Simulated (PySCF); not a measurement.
Cd(Cl)(SeH) (CdClHSe), SMILES [Cl][Cd][SeH].

Geometry optimised at B3LYP-D3(BJ)/def2-TZVP. The def2 effective core potentials stand for the cores of Cd; spin–orbit coupling is left out. One conformer was computed; it need not be the lowest.

Computed with PySCF with r2SCAN/def2-TZVPD.

The molecule is in vacuum.

Estimate the frontier levels, gap, dipole moment and polarisability. (The exact figures need the calculation; the answer reports its results.)


```
Property                                                                                                        Result
---------------------------------------------------------------------------------------------  -----------------------
highest occupied level                                                                                        -6.46 eV
lowest empty level                                                                                            -2.65 eV
orbital gap                                                                                                    3.81 eV
dipole moment                                                                                                   1.69 D
quadrupole, principal values (traceless, Buckingham form, about the centre of nuclear charge)   -12.78, 3.02, 9.76 D·Å
mean static polarisability                                                                       79.0 bohr³ (11.71 Å³)
polarisability, principal values                                                               59.3, 60.8, 117.0 bohr³
```
